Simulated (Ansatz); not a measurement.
H$_{7}$N$_{4}$Nb, SMILES `[NH]=[Nb]([NH2])([NH2])[NH2]`. The species carries charge 0 and has multiplicity 1. Nb: def2 effective core potential.

```xyz
12

N     1.2391    1.4582   -0.1952
Nb    0.1114    0.1311   -0.0175
N    -1.6919    0.8846    0.3645
N     0.7219   -1.0158    1.4915
N     0.0884   -0.9063   -1.7171
H     1.8884    2.2218   -0.2975
H    -2.5554    0.4217    0.1167
H    -1.8845    1.8407    0.6210
H     0.0977   -1.5722    2.0590
H     1.6262   -0.9673    1.9351
H     0.4875   -0.6044   -2.5926
H    -0.1287   -1.8920   -1.7679
```

(1) List the harmonic frequencies (cm⁻¹, unscaled) at PBE0-D4/def2-TZVP in Ansatz. (An estimate is asked.)

(2) Is this a minimum?

(3) Give the ideal-gas thermochemistry at 298.15 K and 1 bar (rigid rotor, harmonic oscillator; point group C3, symmetry number 3).

(4) And at 400, 500, 600, 800 and 1000 K?

Results:

(1) The calculation gave: 160, 160, 171, 198, 198, 259, 298, 298, 441, 453, 453, 506, 506, 560, 560, 575, 661, 678, 678, 1011, 1542, 1542, 1546, 3570, 3570, 3573, 3660, 3671, 3671, 3671.

(2) Yes, all 30 modes are real.

(3) Zero-point energy 232.3 kJ/mol; H(298) − E = 259.3 kJ/mol; entropy 370.6 J/(mol·K), of which translation 171.8, rotation 103.7, vibration 95.1; G(298) − E = 148.8 kJ/mol.

(4) 
| T (K) | H − E (kJ/mol) | S (J/mol/K) | G − E (kJ/mol) |
| --- | --- | --- | --- |
| 400 | 275.5 | 417.3 | 108.6 |
| 500 | 293.1 | 456.5 | 64.9 |
| 600 | 311.9 | 490.6 | 17.5 |
| 800 | 351.8 | 548.0 | -86.6 |
| 1000 | 394.3 | 595.4 | -201.1 |
